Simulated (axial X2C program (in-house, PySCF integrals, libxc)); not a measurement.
# ONdO⁻: the levels of the configuration f(δφ)3 f(π)0

Computed with an axial X2C code built on PySCF integrals: two-component X2C with atomic mean-field Coulomb and Gaunt terms, basis O dyall-v3z, Nd dyall-v3z (cores contracted in-house). Orbitals come from Hartree–Fock averaged over the configuration Nd f(δφ)3 f(π)0; CI then distributes these electrons over the f(δφ), f(π) shells of Nd.

O–Nd–O held linear, both bonds 2.029 Å (near the minimum of the configuration average).

Lowest levels of this model:

| Ω | energy (cm⁻¹) | g∥ | configuration |
| --- | --- | --- | --- |
| 15/2 | 0 | 17.27 | 100% f(δφ)3 |
| 5/2 | 3662 | 5.46 | 100% f(δφ)3 |
| 7/2 | 4839 | 8.10 | 100% f(δφ)3 |
| 3/2 | 6753 | 3.40 | 100% f(δφ)3 |
| 9/2 | 9086 | 10.62 | 100% f(δφ)3 |
| 3/2 | 10575 | 3.78 | 100% f(δφ)3 |
| 5/2 | 10823 | 5.78 | 100% f(δφ)3 |
| 13/2 | 12267 | 13.36 | 100% f(δφ)3 |
| 7/2 | 12688 | 9.20 | 100% f(δφ)3 |
| 1/2 | 13040 | 0.18 | 100% f(δφ)3 |
| 5/2 | 15215 | 5.55 | 100% f(δφ)3 |
| 3/2 | 15554 | 2.68 | 100% f(δφ)3 |
| 7/2 | 16938 | 7.19 | 100% f(δφ)3 |
| 3/2 | 17990 | 3.42 | 100% f(δφ)3 |
| 15/2 | 18633 | 15.47 | 100% f(δφ)3 |
| 5/2 | 19828 | 4.58 | 100% f(δφ)3 |
| 17/2 | 20409 | 18.00 | 100% f(δφ)3 |
| 1/2 | 21382 | 0.55 | 100% f(δφ)3 |
| 5/2 | 22860 | 6.06 | 100% f(δφ)3 |
| 9/2 | 23724 | 8.66 | 100% f(δφ)3 |
| 7/2 | 24398 | 7.86 | 100% f(δφ)3 |
| 3/2 | 25824 | 2.50 | 100% f(δφ)3 |

g∥ is the magnitude of 2⟨Lz + ge Sz⟩ for the +Ω component.

Task: From Ω and g∥ of the lowest level, whose 2⟨Lz + ge Sz⟩ is positive, find ⟨Sz⟩ and ⟨Lz⟩ (ge = 2.0023).

Result: Ω = ⟨Lz⟩ + ⟨Sz⟩ = 15/2 and ⟨Lz⟩ + ge⟨Sz⟩ = 8.635, so ⟨Sz⟩ = 1.13 and ⟨Lz⟩ = 6.37.

Occupations of the active spinors in the lowest level by ω, shell by shell in order of energy: -7/2: 0.00; -5/2: 0.00 0.00; -3/2: 0.00 0.00; -1/2: 0.00; 1/2: 0.00; 3/2: 1.00 0.00; 5/2: 0.99 0.01; 7/2: 1.00. The leading determinant has weight 0.99 among 4.

This point took 2.8 s on 1 thread of Arm Neoverse V1, on a shared host.

There is no dynamic correlation: spin–orbit spacings and, for f shells, spacings inside one term are the most reliable numbers, splittings between terms come out too wide, and energies between configurations are not reliable, so the lowest level need not be the ground state of the molecule. At most 6 roots were kept for each Ω > 0 (twice that for Ω = 0) within 3.5 eV of the lowest, so higher up levels can be missing between those listed; levels with Ω > 0 are doubly degenerate and listed once, Ω = 0 levels singly. States that fill the shells left empty in the average are placed too high. For an anion, levels above electron detachment are held by the basis set. The molecule was held linear; bending was not examined.
